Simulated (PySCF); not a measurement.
## Pd(32+) (palladium, charge +32): Hartree-Fock from Schrödinger to Dirac-Coulomb-Breit

Occupied: 1s1/2, 2s1/2, 2p1/2, 2p3/2, 3s1/2, 3p1/2. Hartree-Fock calculated with PySCF 2.14 in an uncontracted even-tempered set (17 s from 2.4 bohr⁻², ratio 2.7; 13 p from 2.9 bohr⁻², ratio 2.7), Gaussian nucleus throughout. NR is non-relativistic, sf-X2C the spin-free one-electron X2C Hamiltonian, X2C adds the bare one-electron spin-orbit term, X2C-SNSO screens it by Boettger's factors, DC is four-component Dirac-Coulomb, and the Gaunt and Breit terms are added at first order (total energies over the DC spinors, levels after relaxing the spinors in that mean field). QED terms are absent. Levels marked empty are virtual spinors of this ion; the basis has s and p functions only, so 3d, which can lie below the n = 4 levels, is absent.

```tsv
level (eV)	X2C	X2C-SNSO
1s1/2	-26229.0	-26229.3
2s1/2	-5329.3	-5329.4
2p1/2	-5080.4	-5075.0
2p3/2	-4898.7	-4901.1
3s1/2	-2040.7	-2040.8
3p1/2	-1959.7	-1958.5
3p3/2 (empty)	-1850.9	-1851.4
4s1/2 (empty)	-1025.7	-1025.7
```

Task: Where do the four-component calculations put these levels?

Result: 1s1/2: DC -26247.7, DC+Gaunt -26195.7, DC+Breit -26199.2; 2s1/2: DC -5331.5, DC+Gaunt -5326.6, DC+Breit -5326.9; 2p1/2: DC -5075.8, DC+Gaunt -5067.2, DC+Breit -5068.1; 2p3/2: DC -4902.7, DC+Gaunt -4896.7, DC+Breit -4897.6; 3s1/2: DC -2041.3, DC+Gaunt -2040.1, DC+Breit -2040.2; 3p1/2: DC -1958.6, DC+Gaunt -1956.6, DC+Breit -1956.8; 3p3/2 (empty): DC -1851.7, DC+Gaunt -1850.4, DC+Breit -1850.7; 4s1/2 (empty): DC -1025.9, DC+Gaunt -1025.5, DC+Breit -1025.5 (eV).

```tsv
Hamiltonian	E (hartree)	E − E(DC) (hartree)	CPU seconds
X2C	-4249.7102	0.9134	0.35
X2C-SNSO	-4249.5455	1.0780	0.35
DC	-4250.6236	0.0000	14
DC+Gaunt	-4247.3411	3.2825	24
DC+Breit	-4247.6380	2.9856	69
```

Weight of the small component: 1s1/2 0.0284, 2s1/2 0.00613, 2p1/2 0.00607, 2p3/2 0.00583, 3s1/2 0.00220, 3p1/2 0.00216, 3p3/2 0.00207, 4s1/2 0.000991.

Koopmans' value for the highest occupied level at DC+Breit: 1956.8 eV, against an ionisation energy of 1962 ± 4 eV (semi-empirical (NIST evaluation); NIST Atomic Spectra Database, ionization energies); the former lacks relaxation, correlation, QED and recoil.

The whole ladder took 110 s of wall time on 1 thread of Neoverse-N1 (shared host), launched as `OMP_NUM_THREADS=1 python relrun2.py TASK.json OUT` (a driver that calls PySCF for each Hamiltonian).

Dirac-Coulomb iterations, started from the X2C spinors:

```
with_ssss True, with_gaunt False, with_breit False
light speed = 137.03599967994
init E= -4240.93904717373
cycle= 1 E= -4250.62333538924  delta_E= -9.68  |g|= 0.805  |ddm|= 0.0815
cycle= 2 E= -4250.62359799593  delta_E= -0.000263  |g|= 0.0132  |ddm|= 0.00843
cycle= 3 E= -4250.62359863023  delta_E= -6.34e-07  |g|= 0.000668  |ddm|= 0.000627
cycle= 4 E= -4250.62359863194  delta_E= -1.72e-09  |g|= 3.12e-06  |ddm|= 2.61e-05
```
